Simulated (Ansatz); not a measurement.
A series at Si: from `Br[Si](Br)(Br)Br`, ligands are replaced one by one, each step taking up HCl and setting free HBr; n counts the steps. Ansatz, PBE0-D4/def2-TZVP geometries.

```csv
n,molecule,"HOMO energy, ωB97M-V/def2-TZVPP (eV)"
0,`Br[Si](Br)(Br)Br`,-10.88
1,`Cl[Si](Br)(Br)Br`,-10.88
2,`Cl[Si](Cl)(Br)Br`,?
3,`Cl[Si](Cl)(Cl)Br`,-11.26
4,`Cl[Si](Cl)(Cl)Cl`,-11.77
```

Task: By hand: fit a straight line y = ȳ + b (n − n̄) to the 4 given rows and predict n = 2.

Result: n̄ = 2.000, ȳ = -11.197; Σ(n − n̄)(y − ȳ) = -2.160, Σ(n − n̄)² = 10.000, so b = -0.216 eV a step. Prediction: -11.197 + (-0.216) × (0.000) = -11.20 eV.

Task: By hand: compare with the computed value, -11.00 eV, and give the steps along the whole series.

Result: The line misses by 0.20 eV (computed minus predicted). Steps: 0.00, -0.12, -0.26, -0.51 eV.

The steps grow at each stage, from 0.00 to -0.51 eV, so the series is curved. The highest orbital can change its character along such a series. The miss is 22.5 % of the series' range.

Spin–orbit coupling is left out; it splits and shifts lone-pair levels of the heavy atoms by tenths of an eV.
